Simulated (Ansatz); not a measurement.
Reactions of CH4FGaOS, SMILES `C[O][Ga]([F])[SH]`.

Calculated with Ansatz (gas phase, PBE0-D4/def2-TZVP geometries, no zero-point term in ΔE). CBS: MP2 limit from def2 TZ/QZ plus the TZ coupled-cluster correction, frozen cores. This one scheme is used for every species. DFT in def2-TZVPP. B3LYP here is the variant with VWN-RPA as its local correlation; programs differ in this. For Br, Ga, Se outer-core shells are correlated without core-valence functions, which leaves a few kJ/mol of doubt a bond. Scalar relativity is left out up to krypton. One conformer a species, not always the lowest.

```csv
reaction,CCSD(T)/CBS(def2) (eV)
`C[O][Ga]([F])[SH]` + HCl → `[F][Ga]([SH])[Cl]` + CH₃OH,-0.60
`C[O][Ga]([F])[SH]` + H₂S → `[F][Ga]([SH])[SH]` + CH₃OH,-0.38
`C[O][Ga]([F])[SH]` + HBr → `C[O][Ga]([SH])[Br]` + H–F,-0.55
`C[O][Ga]([F])[SH]` + `[CH2]1[AlH][AlH]1` → `C[CH]1[AlH][AlH]1` + `[OH][Ga]([F])[SH]`,?
`C[O][Ga]([F])[SH]` + `OC[SeH]` → `C[Se]CO` + `[OH][Ga]([F])[SH]`,-0.72
`C[O][Ga]([F])[SH]` + `CNC` → `C[N](C)[Ga]([F])[SH]` + CH₃OH,?
```

Question: Fill in the missing values. (An estimate is asked.)

Answer: Ansatz gave: `C[O][Ga]([F])[SH]` + `[CH2]1[AlH][AlH]1` → `C[CH]1[AlH][AlH]1` + `[OH][Ga]([F])[SH]`: -0.51 eV; `C[O][Ga]([F])[SH]` + `CNC` → `C[N](C)[Ga]([F])[SH]` + CH₃OH: +0.07 eV.

Largest T1 diagnostic: 0.014, for `[OH][Ga]([F])[SH]`.
